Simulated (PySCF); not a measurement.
Computed Raman spectrum (relative Raman activity) of a molecule C2H7ClSi2. Geometry optimised at TPSSh-D3(BJ)/def2-SVP. One conformer was computed; it need not be the lowest. These are TPSSh-D3(BJ)/def2-SVP run with PySCF 2.14.0 values and carry that method's errors. Frequencies are harmonic and unscaled.

Lines under 2 % of the strongest are left out, and lines within 2 cm⁻¹ are merged.

| ν (cm⁻¹) | relative intensity |
|---|---|
| 415 | 3.7 |
| 703 | 2.5 |
| 744 | 4.9 |
| 858 | 2.8 |
| 931 | 4.5 |
| 952 | 3.2 |
| 1283 | 2.9 |
| 1430 | 7.8 |
| 1660 | 8.1 |
| 2240 | 25 |
| 2248 | 100 |
| 2259 | 6.6 |
| 3117 | 17 |
| 3130 | 37 |
| 3211 | 26 |

**Question.** Pick the molecule that these values belong to.
A. C=C[SiH2][SiH2]Cl
B. C=C(Cl)[SiH2][SiH3]
C. Cl[Si@@H]1CC[SiH2]1
D. [SiH3]C([SiH3])=CCl

**Answer.** A, C=C[SiH2][SiH2]Cl
